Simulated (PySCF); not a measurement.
# TDDFT excited states: C3H6Cl3FSi

Species: C₃H₆Cl₃FSi.
InChI=1S/C3H6Cl3FSi/c4-2(5)1-8-3(6)7/h2-3H,1,8H2/t3-/m1/s1

Method: PySCF 2.14.0, density-fitted response routines, TDDFT B3LYP/def2-SVPD, vertical, gas phase, core orbitals frozen in the response. Geometry: GFN2-xTB, one conformer, isolated molecule. Torsions of this conformer, `[F:1][C@@H:2]([Cl:3])[SiH2:4][CH2:5][CH:6]([Cl:7])[Cl:8]`: F1–C2–Si4–C5 -60°, C2–Si4–C5–C6 177°, Si4–C5–C6–Cl7 58°.

```csv
state,E (eV),ν̃ (cm⁻¹),f,"main configurations (H = HOMO, L = LUMO)"
S1,6.56,52920,0.024,"H→L (69%), H→L+1 (24%)"
S2,6.78,54670,0.011,H-1→L (89%)
S3,6.81,54940,0.0023,"H-2→L (62%), H→L+1 (24%)"
S4,6.98,56330,0.016,"H→L+1 (38%), H→L (27%), H-2→L (25%)"
S5,7.17,57810,0.0003,"H-3→L (56%), H-4→L (30%)"
S6,7.33,59130,0.0015,"H→L+3 (57%), H→L+4 (20%), H→L+2 (17%)"
S7,7.43,59900,0.0096,"H-5→L (50%), H-1→L+2 (28%)"
S8,7.48,60360,0.0032,"H-3→L+1 (26%), H-3→L (19%), H-4→L (16%)"
```

Triplets (Tamm–Dancoff): T1 6.03 eV, H→L+1 (56%), H→L (29%), H→L+4 (8%); T2 6.17 eV, H-1→L (79%), H-1→L+1 (12%); T3 6.29 eV, H-2→L (71%).

The lowest singlet lies at 6.56 eV (189 nm, vacuum ultraviolet) and is weak; its leading configuration is HOMO→LUMO (69%). The lowest level is also the most intense of those listed (f = 0.024). Löwdin shares by element: HOMO chlorine 47% or more, carbon 20% or more, silicon 11%, fluorine 9%; LUMO chlorine 47% or more, carbon 18% or more, silicon 9% (atoms not listed hold the other 26%). The listed states span 0.92 eV, and the widest gap between neighbours is 0.22 eV (S1 to S2). The oscillator strengths of these states sum to 0.068; summed over the whole spectrum of an exact calculation they would give the number of electrons, 98 (Thomas–Reiche–Kuhn). Weighted by f, the mean energy of these states is 6.89 eV. Singlets were solved by full linear response, triplets in the Tamm–Dancoff approximation.
